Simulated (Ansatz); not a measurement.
cis-[IrF2(NH3)4]+ (IrN4F2H12⁺), relaxed as a singlet with RKS PBE0-D4/def2-SVP in Ansatz, starting from the GFN2-xTB geometry. Force threshold 0.02 eV/Å.

In the def2 sets Ir takes a core potential; there is no spin–orbit coupling.

Start:

Cartesian coordinates in Å:
```
Ir -0.279 0.128 0.176
F -1.273 -0.609 1.649
N 0.822 0.960 -1.470
H 0.328 1.832 -1.668
H 0.822 0.417 -2.328
H 1.788 1.208 -1.272
F -1.257 1.768 -0.060
N 0.805 -1.706 0.447
H 0.341 -2.140 1.247
H 1.788 -1.612 0.688
H 0.748 -2.368 -0.321
N -1.774 -0.733 -1.037
H -2.347 0.069 -1.313
H -2.348 -1.260 -0.373
H -1.612 -1.313 -1.857
N 0.794 1.182 1.653
H 1.807 1.215 1.740
H 0.403 0.823 2.528
H 0.442 2.139 1.571
```

(1) Estimate the energy that the relaxation releases and the steps that it takes.

(2) Does the start keep its bonding and symmetry?

(3) Predict the relaxed structure.

Answers

(1) 3.0 kcal/mol, in 6 steps; 27 s on 4 threads of Arm Neoverse V1 on a shared host. No frequencies were taken in this run, so the end may be a saddle point.

(2) By distances, no bond broke or formed. The bond that changes most is Ir1–N3, from 2.15 to 2.10 Å (atoms count from 1). Point group C2 at the start, C2v at the end, both within 0.05 Å.

(3) 
Cartesian coordinates in Å:
```
Ir -0.2181 0.1000 0.1370
F -1.2459 -0.6333 1.6417
N 0.7857 1.0048 -1.4662
H 0.2396 1.8735 -1.5634
H 0.7588 0.5257 -2.3683
H 1.7605 1.2730 -1.3193
F -1.2301 1.7685 -0.0864
N 0.7672 -1.7167 0.4908
H 0.2123 -2.0807 1.2795
H 1.7405 -1.6716 0.7984
H 0.7390 -2.4189 -0.2507
N -1.7132 -0.7350 -1.0348
H -2.2869 0.0642 -1.3294
H -2.2930 -1.2642 -0.3725
H -1.5407 -1.3239 -1.8512
N 0.8081 1.1500 1.6033
H 1.8262 1.1927 1.6720
H 0.4405 0.7823 2.4889
H 0.4495 2.1096 1.5305
```
Bond lengths: 4 × Ir–N 2.07 to 2.10 Å; 2 × F–Ir 1.96 Å; 12 × H–N 1.02 to 1.03 Å.
